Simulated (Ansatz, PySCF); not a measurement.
System: BaF, charge 1, multiplicity 1. 
Coordinates optimised at B3LYP-D3(BJ)/def2-TZVP (Ansatz, a quantum-chemistry and plane-wave program):
```xyz
2

Ba     0.0000     0.0000    -0.2900
F      0.0000     0.0000     1.8044
```
Charge +1, spin multiplicity 1.

Total electronic energies in hartree. Correlated levels leave the core frozen unless marked. Spin-orbit coupling is left out. The frozen core is the preceding noble-gas configuration, with the filled d and f shells of earlier blocks. The outer core of K, Ca and their heavier congeners is not correlated, a term that matters for these elements. Past Kr the def2 sets carry scalar-relativistic core potentials. CBS marks a two-point X^-3 extrapolation of the correlation energy; Hartree-Fock from the larger set.

```json
[
 {"level": "HF/def2-TZVPP", "program": "Ansatz", "energy (Eh)": "-124.50517"},
 {"level": "HF/def2-QZVPP", "program": "Ansatz", "energy (Eh)": "-124.51432"},
 {"level": "BHLYP-D3(BJ)/def2-TZVPD", "program": "Ansatz + dftd3", "energy (Eh)": "-125.15445"},
 {"level": "TPSSh/def2-TZVPD", "program": "PySCF", "energy (Eh)": "[?]"},
 {"level": "r2SCANh-D4/def2-TZVPD", "program": "Ansatz + dftd4", "energy (Eh)": "[?]"},
 {"level": "CAM-B3LYP-D4/def2-TZVPD", "program": "Ansatz + dftd4", "energy (Eh)": "-125.20986"},
 {"level": "MP2/def2-SVPD", "program": "Ansatz", "energy (Eh)": "-124.58276"},
 {"level": "MP2/def2-TZVPP", "program": "Ansatz", "energy (Eh)": "-124.78274"},
 {"level": "MP2/CBS(def2-TZVPP,def2-QZVPP)", "program": "Ansatz", "energy (Eh)": "-124.8384"},
 {"level": "SCS-MP2/def2-SVPD", "program": "Ansatz", "energy (Eh)": "-124.57264"},
 {"level": "CCSD/def2-TZVPPD", "program": "Ansatz", "energy (Eh)": "-124.78356"},
 {"level": "CCSD/CBS(def2-TZVPPD,def2-QZVPPD)", "program": "Ansatz", "energy (Eh)": "-124.8291"},
 {"level": "CCSD(T)/def2-SVPD", "program": "Ansatz", "energy (Eh)": "-124.58445"},
 {"level": "CCSD(T)/def2-TZVPP", "program": "Ansatz", "energy (Eh)": "-124.78545"},
 {"level": "CCSD(T)/CBS(def2-TZVPPD,def2-QZVPPD)", "program": "Ansatz", "energy (Eh)": "-124.8400"}
]
```

Question: Complete the blanks.

Answer: 
- TPSSh/def2-TZVPD, energy (Eh): -125.26584
- r2SCANh-D4/def2-TZVPD, energy (Eh): -125.21980
